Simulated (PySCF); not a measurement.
Vertical excitations of a molecule C₂H₁₀Si₂ from TDA-B3LYP/def2-SVPD (PySCF 2.14.0), as energy in eV (oscillator strength): 6.88 (0.031), 7.21 (0.027), 7.27 (0.043), 7.45 (0.006), 7.60 (0.246), 7.80 (0.039), 7.87 (0.003), 7.97 (0.078), 8.05 (0.054), 8.11 (0.044). Lowest triplet (TDA): 6.18 eV. The structure is a stationary point at ωB97X-D3(BJ)/def2-SVP. One conformer was computed; it need not be the lowest.

**Question.** Which structure fits?
A) C[SiH2][SiH2]C
B) C[SiH2]C[SiH3]
C) C[SiH](C)[SiH3]
D) CC[SiH2][SiH3]

**Answer.** D, CC[SiH2][SiH3]
